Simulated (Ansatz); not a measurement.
H$_{2}$BN, triplet, geometry from GFN2-xTB (a higher spin typed on purpose: for a closed-shell molecule this is an excited state), atoms displaced at random by about 0.08 Å a coordinate; PBE0/def2-SVP, gradient (Ansatz, a first-principles code).

Here is a job for Ansatz.
Ansatz 0.2 input:
```yaml
crystal:
  periodic: [false, false, false]
  atoms:
    - {symbol: B, position_ang: [0.77384617, -0.11300293, 0.45249610]}
    - {symbol: N, position_ang: [-0.43950372, 0.05953584, -0.14828645]}
    - {symbol: H, position_ang: [1.51447148, 0.10039699, -0.42791167]}
    - {symbol: H, position_ang: [-0.78719360, 0.56120059, -0.88983388]}
basis:
  gaussian:
    orbitals: def2-SVP
hamiltonian:
  xc: pbe0
magnetization: {spin_polarized: true, initial_magnetization: 2}
output: {forces: true}
```

The log (banner, timings and long lists left out):

```
Functional definition: PBE0
390 factors; integrals over basis functions are off by at most 1.1e-3 eV
mean field evaluation 1: about -2187.4871 eV, gradient 2.4e1 eV
mean field evaluation 2: about -2184.7533 eV, gradient 3.3e1 eV
mean field evaluation 4: about -2190.0400 eV, gradient 1.1e0 eV
mean field evaluation 8: about -2190.0484 eV, gradient 1.7e-2 eV
mean field evaluation 16: about -2190.0484 eV, gradient 7.4e-5 eV
mean field -2190.04844355 eV, -80.4827958324 hartree, gradient 4.0e-5 eV, S^2 2.002948; 2 other end points of the search recorded, 0 dependent functions left out
the calculation of the forces begins
reference -2190.04846300 eV, -80.4827965472 hartree; 8, 6 occupied and 30, 32 virtual orbitals, 390 factors
Total energy: -2190.04846300 eV, -80.4827965472 hartree
Atom 0 at     0.773846    -0.113003     0.452496 Å, force    -0.551624    -0.348411     0.696360 eV/Å
Atom 1 at    -0.439504     0.059536    -0.148286 Å, force     0.121484    -1.443554     2.648276 eV/Å
Atom 2 at     1.514471     0.100397    -0.427912 Å, force     1.520598     0.285038    -0.849733 eV/Å
Atom 3 at    -0.787194     0.561201    -0.889834 Å, force    -1.090458     1.506927    -2.494903 eV/Å
Dipole moment:    -0.157796     0.197495    -0.252665 e Å
```
